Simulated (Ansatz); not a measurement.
Reaction (substitution at a C–C bond): `CCC(CC)(CC)CC` + `S=CS` → `CCSC=S` + `CCC(CC)CC`

Gas-phase electronic energies from Ansatz, PBE0-D4/def2-TZVP geometries. CBS: MP2 limit from def2 TZ/QZ plus the TZ coupled-cluster correction, frozen cores. Functionals use def2-TZVPP. B3LYP here is the variant with VWN-RPA as its local correlation; programs differ in this. One conformer a species, not always the lowest.

CCSD(T)/CBS gives +1.6 kJ/mol.

Another level gave -21.4 kJ/mol. Which?
A. MP2/def2-TZVPP
B. PBE/def2-TZVPP
C. B3LYP-D4/def2-TZVPP
D. SCS-MP2/def2-TZVPP

B. PBE -21.4, SCS-MP2/def2-TZVPP 1.1, B3LYP-D4 -7.0, MP2/def2-TZVPP 7.0 kJ/mol.

Largest T1 diagnostic among the species: 0.018.

The D4 term adds +18.1 kJ/mol with B3LYP and +10.7 kJ/mol with PBE0; it sums over pairs of atoms, weighted by their polarisabilities, and B3LYP, whose exchange is more repulsive, gets the larger term. In def2-TZVPP, CCSD(T) changes the Hartree–Fock value by +29.5 kJ/mol (the triples alone add +2.4 kJ/mol) and MP2 by +30.8 kJ/mol. From PBE to PBE0 (25 % exact exchange), in def2-TZVPP and without D4, ΔE moves by +5.1 kJ/mol.

CCSD(T)/CBS has its own doubt, a few kJ/mol and more with outer-core shells, so smaller differences from it don't rank the levels.
